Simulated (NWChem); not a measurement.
System meant: WS2F2; SMILES [F][W]([F])(=[S])=[S]

The following NWChem deck was run.

```
start job
memory heap 200 mb stack 900 mb global 1100 mb
geometry units angstroms noautoz
  W      0.000000     0.000000    -0.209932
  S      1.703071     0.000000     1.047109
  S     -1.703071     0.000000     1.047109
  F      0.000000     1.569802    -1.191681
  F      0.000000    -1.569802    -1.191681
end
basis spherical
  * library def2-svp
end
ecp
  W library def2-ecp
end
dft
  xc b3lyp
  iterations 4
  mulliken
end
task dft energy
```

End of the output:

```
    Atom       Charge   Shell Charges
 -----------   ------   -------------------------------------------------------
    1 W   14    14.26   0.00  0.04  1.09  0.80  0.40  0.17  4.96  1.30  0.57  3.19  1.45  0.29
    2 S   16    15.75   2.00  1.96  0.99  0.68  5.81  1.88  2.38  0.05
    3 S   16    15.75   2.00  1.96  0.99  0.68  5.81  1.88  2.38  0.05
    4 F    9     9.12   1.98  1.03  0.77  3.21  2.13  0.01
    5 F    9     9.12   1.98  1.03  0.77  3.21  2.13  0.01

 center of mass
 --------------
 x =   0.00000000 y =   0.00000000 z =  -0.05897762

 moments of inertia (a.u.)
 ------------------
         802.803703938925           0.000000000000           0.000000000000
           0.000000000000        1130.742194507205           0.000000000000
           0.000000000000           0.000000000000         996.689493336992

     Multipole analysis of the density
     ---------------------------------

     L   x y z        total         alpha         beta         nuclear
     -   - - -        -----         -----         ----         -------
     0   0 0 0      0.000000    -32.000000    -32.000000     64.000000

     1   1 0 0     -0.000000     -0.000000     -0.000000      0.000000
     1   0 1 0     -0.000000     -0.000000     -0.000000      0.000000
     1   0 0 1     -0.112967    -10.367909    -10.367909     20.622851

     2   2 0 0    -44.500566   -187.973426   -187.973426    331.446286
     2   1 1 0     -0.000000     -0.000000     -0.000000      0.000000
     2   1 0 1     -0.000000     -0.000000     -0.000000      0.000000
     2   0 2 0    -46.580338   -102.491036   -102.491036    158.401734
     2   0 1 1      0.000000      0.000000      0.000000      0.000000
     2   0 0 2    -44.731761   -132.759373   -132.759373    220.786984

 ------------------------------------------------------------------------
 dft energy failed                                                                                  0
 ------------------------------------------------------------------------
 ------------------------------------------------------------------------
  current input line :
    21: task dft energy
 ------------------------------------------------------------------------
 ------------------------------------------------------------------------
 This type of error is most commonly associated with calculations not reaching convergence criteria
 ------------------------------------------------------------------------
 For more information see the NWChem manual at https://nwchemgit.github.io

0:dft energy failed:Received an Error in Communication
```

Problem. Can this run be used? If not, why, and what is the fix?

Solution. The run did not converge; its last values are not results. Cause: the SCF was allowed too few iterations. This input runs:
```
start job
memory heap 200 mb stack 900 mb global 1100 mb
geometry units angstroms noautoz
  W      0.000000     0.000000    -0.209932
  S      1.703071     0.000000     1.047109
  S     -1.703071     0.000000     1.047109
  F      0.000000     1.569802    -1.191681
  F      0.000000    -1.569802    -1.191681
end
basis spherical
  * library def2-svp
end
ecp
  W library def2-ecp
end
dft
  xc b3lyp
  iterations 150
  mulliken
end
task dft energy
```
It converges to -1063.01213 Ha (B3LYP/def2-SVP with def2 effective core potentials on W).
